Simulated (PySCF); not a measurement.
Work out the structure from these simulated measurements.

Formula: C3H5Cl3O3Si.

| Property | Result |
| --- | --- |
| Dipole | 1.92 D [PBE0/pcSseg-1] |
| 1H NMR | chemical shifts (computed TMS as zero) by class: 6.54 (1 H), 4.89 (2 H), 4.86 (2 H) ppm [GIAO PBE0/pcSseg-1] |
| NMR, other nuclei | isotropic shieldings of nuclei other than C and H, by class: -82 (1 O), 123 (1 O), 307 (1 O), 380 (1 Si), 530 (3 Cl) ppm [GIAO PBE0/pcSseg-1] |
| 13C NMR | chemical shifts (computed TMS as zero) by class: 174.1 (1 C), 112.8 (1 C), 65.8 (1 C) ppm [GIAO PBE0/pcSseg-1] |
| Rotational structure | rotational constants A, B, C: 1.332, 0.379, 0.374 GHz [GFN2-xTB] |

The electronic properties come from PySCF, for the isolated species, density fitting. Levels stand in brackets. The structure is a single GFN2-xTB conformer in the gas phase; no vibrational or solvent corrections. NMR classes are plain means over equivalent atoms (diastereotopic ones count apart unless rotation or inversion swaps them), as if these changed places fast.

**Question.** Give a SMILES that accounts for the data.

**Answer.** Numbering: `[O:1]=[C:2]([OH:3])[CH2:4][O:5][SiH2:6][C:7]([Cl:8])([Cl:9])[Cl:10]`. Its formula, C3H5Cl3O3Si, gives 1 degree of unsaturation: 0 rings and 1 π bond in the structure found. 3 carbons fall into 3 classes; from least to most shielded: carboxylic acid carbon [C2] (174.1 ppm), CCl3 carbon [C7] (112.8 ppm), sp3 carbon bound to oxygen [C4] (65.8 ppm). Hydrogen classes from least to most shielded: 1 H on an acid hydroxyl oxygen, O3 (6.54 ppm), 2 H on an sp3 carbon bound to oxygen, C4 (4.89 ppm, a mean of values up to 0.5 ppm apart in this geometry), 2 H on an oxygen-bound silicon, Si6 (4.86 ppm). The other shieldings belong to: -82 ppm, acid carbonyl oxygen [O1]; 123 ppm, acid hydroxyl oxygen [O3]; 307 ppm, silyl ether oxygen [O5]; 380 ppm, oxygen-bound silicon [Si6]; 530 ppm, chlorine of a CCl3 group [Cl8/Cl9/Cl10]. The optimised geometry has point group C1 and is an asymmetric top. Structure: `O=C(O)CO[SiH2]C(Cl)(Cl)Cl`. The assignments are read from this structure; whether some other isomer fits the data as well wasn't checked. NMR values of atoms bound to several Cl lack the spin–orbit term that these neighbours bring.
